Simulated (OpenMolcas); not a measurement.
## Levels of neutral potassium by method

* Program: OpenMolcas 26.06
* Basis: ANO-RCC-VTZP [6s5p2d1f]
* Scalar Hamiltonian: DKH2, point nucleus
* Active space: 1 electron in 8 orbitals (4s 4p 5s 5p)
* State averaging: 2S+1 = 2 even, 1 root; 2S+1 = 2 odd, 3 roots
* Spin-orbit coupling: state interaction with AMFI integrals over the reference wave functions, term energies averaged over their components

Methods on the same reference wave functions:
A. CASSCF
B. SS-CASPT2, IPEA 0.25 Eh, imaginary shift 0.1 Eh (closed shells correlated: 3s 3p)

Energies in cm-1 above 4s 2S 1/2, the measured ground level; measured values from NIST Handbook of Basic Atomic Spectroscopic Data.

```
     Level      A      B  Measured
 4s 2S 1/2    0.0    0.0       0.0
4p 2P* 1/2  11499  13022     12985
4p 2P* 3/2  11536  13059     13043
```

Deviations, from unrounded energies. A percentage is the sum of absolute deviations over the sum of measured energies, with the sign that they share, or ± where signs differ.

```csv
Against measurement,Levels,A,B
mean absolute deviation (cm-1),2,1500,27
other configurations (%),2,-11.5,+0.2
```

B lies closest to measurement on these levels. The largest miss of B in the table is 4p 2P* 1/2, by +37 cm-1. The ranking rests on the paired levels alone, and a cruder setting can come out closer through cancelling errors.

The lowest spin-free term lies below A's lowest term by 0.222 hartree in B.

With one active electron outside closed inactive shells, the extra shells (5p 5s) add no correlation to the reference. ANO sets are built for ground and valence states and can reach diffuse excited orbitals poorly. With one active electron the reference holds no correlation, so core polarisation is missing (holds for A). With one active electron, CASPT2 adds the correlation within the correlated inactive shells and between them and that electron, and leaves the splitting within a term as the reference gives it (holds for B). Computed and measured levels are paired by configuration, term and J; levels that our copy of the source lacks, or whose pairing is in doubt (as where it misses far off the trend of its configuration), stay unpaired and out of the deviations. Levels of configurations outside the active space are missing.

* marks odd parity.
